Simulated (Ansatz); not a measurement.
Basis-set series for H$_{6}$HfN$_{2}$O$_{2}$, SMILES `[NH2][Hf]([NH2])([OH])[OH]`. Total charge 0; spin multiplicity 1. Hf: def2 effective core potential. The structure was optimised at the PBE0-D4/def2-TZVP level. It is one conformer, not always the lowest.

| functional | basis | functions | energy (Eh) | HOMO (eV) | LUMO (eV) |
| --- | --- | --- | --- | --- | --- |
| PBE0-D4 | def2-SVP | 118 | -311.28824 | -6.53 | 0.28 |
| PBE0-D4 | def2-QZVPP | 489 | -311.64588 | -6.80 | -0.26 |
| ωB97M-V | def2-SVP | 118 | -311.40896 | -8.88 | 1.52 |
| ωB97M-V | def2-QZVPP | 489 | -311.77625 | -9.16 | 0.58 |

(1) Give the rows for def2-TZVPP. (An estimate is asked.)

Answers

(1) Ansatz gave: 
```
functional       basis  functions  energy (Eh)  HOMO (eV)  LUMO (eV)
   PBE0-D4  def2-TZVPP        264   -311.62908      -6.72       0.08
   ωB97M-V  def2-TZVPP        264   -311.76035      -9.08       1.23
```

Positive LUMOs are unbound and depend on the basis.
